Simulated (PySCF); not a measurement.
**Electron correlation in Ca³⁺ (calcium, charge +3)**

[Ne] 3s2 3p5, 2P determinant. All numbers are calculated (PySCF 2.14, the spin-free X2C one-electron Hamiltonian (Gaussian nucleus), in aug-cc-pVDZ-X2C (6s5p3d, 36 functions)). Frozen: [Ne] 3s2; 5 electrons correlated.

Total MP2 correlation energy: -37.05 mhartree.

Same-spin part -11.85 and opposite-spin part -25.20 mhartree; SCS-MP2 scales them by 1/3 and 6/5 to -34.19 mhartree.

```
  level  correlation energy (mhartree)
   CCSD                         -43.22
    (T)                          -0.04
CCSD(T)                         -43.26
```

Diagnostics: T1 = 0.0011, D1 = 0.0016, largest double amplitude 0.028.

Cost of the coupled-cluster step: 0.45 s of wall time on 1 thread of Neoverse-N1 (shared host), for 5 correlated electrons.
